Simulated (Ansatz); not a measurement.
Born–Oppenheimer molecular dynamics of CH9NO2Si (14 atoms, charge 0, multiplicity 1). It starts from a rough guess of a transition structure, not a stationary point.

Method: Ansatz, UKS BHLYP/6-31G.

```yaml
ensemble: NVE (velocity Verlet)
time_step: 0.5 fs
steps_asked: 138
starting_velocities_drawn_for: 300 K
seed: 923383
```

First frame:

```xyz
14
Properties=species:S:1:pos:R:3
Si -0.323 0.336 0.890
N 0.815 -1.129 -0.144
O -1.143 0.846 -0.426
C -0.722 1.109 -1.729
H 0.826 1.188 1.184
H -1.538 0.383 1.683
H 0.751 -1.602 1.108
O 0.236 -1.171 2.195
H 0.302 -1.666 -0.824
H 1.735 -0.915 -0.496
H -1.280 1.969 -2.105
H 0.346 1.330 -1.773
H -0.930 0.247 -2.371
H 0.926 -0.926 2.807
```

(1) How far do the bonds stretch over the last three quarters of this one trajectory? (Pairs bonded in most of those frames.)

## Answers

(1) 
```json
{"bond": "Si1–N2", "mean (Å)": "2.203", "spread (Å)": "0.118", "shortest": "2.06", "longest": "2.47"}
{"bond": "Si1–O3", "mean (Å)": "1.795", "spread (Å)": "0.079", "shortest": "1.66", "longest": "1.90"}
{"bond": "Si1–H5", "mean (Å)": "1.495", "spread (Å)": "0.044", "shortest": "1.42", "longest": "1.56"}
{"bond": "Si1–H6", "mean (Å)": "1.503", "spread (Å)": "0.028", "shortest": "1.46", "longest": "1.55"}
{"bond": "Si1–O8", "mean (Å)": "1.783", "spread (Å)": "0.074", "shortest": "1.65", "longest": "1.90"}
{"bond": "N2–H7", "mean (Å)": "1.029", "spread (Å)": "0.084", "shortest": "0.90", "longest": "1.15"}
{"bond": "N2–H9", "mean (Å)": "1.008", "spread (Å)": "0.014", "shortest": "0.98", "longest": "1.04"}
{"bond": "N2–H10", "mean (Å)": "1.008", "spread (Å)": "0.013", "shortest": "0.98", "longest": "1.04"}
{"bond": "O3–C4", "mean (Å)": "1.423", "spread (Å)": "0.037", "shortest": "1.38", "longest": "1.49"}
{"bond": "C4–H11", "mean (Å)": "1.088", "spread (Å)": "0.031", "shortest": "1.04", "longest": "1.13"}
{"bond": "C4–H12", "mean (Å)": "1.094", "spread (Å)": "0.008", "shortest": "1.08", "longest": "1.11"}
{"bond": "C4–H13", "mean (Å)": "1.094", "spread (Å)": "0.015", "shortest": "1.07", "longest": "1.12"}
{"bond": "O8–H14", "mean (Å)": "0.967", "spread (Å)": "0.012", "shortest": "0.95", "longest": "0.99"}
```

Pairs bonded in part of these frames only: Si1–N2 72 %.

Mean temperature of the second half: 585 K. The conserved energy stayed within 0.51 meV per atom of its start (net change 0.1 meV per atom), so the integration is sound. The kinetic energy rose, since the run started high on the potential surface and went downhill. It ends in pieces (CH6O2Si + H3N), so much of that is their flight and rotation, not heat. A run of 0.069 ps of so small a system gives no equilibrium averages. The orbitals were unrestricted but ended closed-shell. Limits of this set-up: no polarisation functions.

Time of the run: 13 min on 1 thread of AMD EPYC 7B13 (Zen 3), on a shared host, peak memory 0.23 GiB.
